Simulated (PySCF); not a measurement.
## Electron correlation in As⁺ (arsenic, charge +1)

[Ar] 3d10 4s2 4p2, high-spin 3P determinant. All numbers are calculated (PySCF 2.14, a scalar-relativistic core potential, in aug-cc-pVTZ-PP with ECP10MDF). Frozen: 3s2 3p6 3d10; 4 electrons correlated.

| level | correlation energy (mhartree) |
| --- | --- |
| CCSD | -69.64 |
| (T) | -1.67 |
| CCSD(T) | -71.31 |
| CCSDT | -71.75 |

Diagnostics: T1 = 0.0075, D1 = 0.0197, largest double amplitude 0.091.

Cost of the coupled-cluster step: roughly 2.3 core-seconds, for 4 correlated electrons.

Iterations:

```
CC2 = 0
CCSD nocc = (np.int64(3), np.int64(1)), nmo = (46, 46)
frozen orbitals [[0, 1, 2, 3, 4, 5, 6, 7, 8], [0, 1, 2, 3, 4, 5, 6, 7, 8]]
max_cycle = 100
direct = 0
conv_tol = 1e-08
conv_tol_normt = 1e-06
diis_space = 8
diis_start_cycle = 0
Init t2, MP2 energy = -0.0543580316451238
Init E_corr(UCCSD) = -0.0543580316532131
cycle = 1  E_corr(UCCSD) = -0.0653056046191261  dE = -0.010947573  norm(t1,t2) = 0.0424286
cycle = 2  E_corr(UCCSD) = -0.0681003247315056  dE = -0.00279472011  norm(t1,t2) = 0.0154845
cycle = 3  E_corr(UCCSD) = -0.0696480572512933  dE = -0.00154773252  norm(t1,t2) = 0.00681793
cycle = 4  E_corr(UCCSD) = -0.0696310356599137  dE = 1.70215914e-05  norm(t1,t2) = 0.00112465
cycle = 5  E_corr(UCCSD) = -0.0696379736685641  dE = -6.93800865e-06  norm(t1,t2) = 0.000150883
cycle = 6  E_corr(UCCSD) = -0.0696364376901748  dE = 1.53597839e-06  norm(t1,t2) = 2.81184e-05
cycle = 7  E_corr(UCCSD) = -0.0696371240066571  dE = -6.86316482e-07  norm(t1,t2) = 4.43411e-06
cycle = 8  E_corr(UCCSD) = -0.0696369314700507  dE = 1.92536606e-07  norm(t1,t2) = 8.49854e-07
cycle = 9  E_corr(UCCSD) = -0.0696369520356412  dE = -2.05655905e-08  norm(t1,t2) = 1.58105e-07
cycle = 10  E_corr(UCCSD) = -0.069636954505613  dE = -2.46997185e-09  norm(t1,t2) = 3.37249e-08
UCCSD converged
E(UCCSD) = -330.9338135758603  E_corr = -0.06963695450561302
UCCSD(T) correction = -0.0016651706413811
```
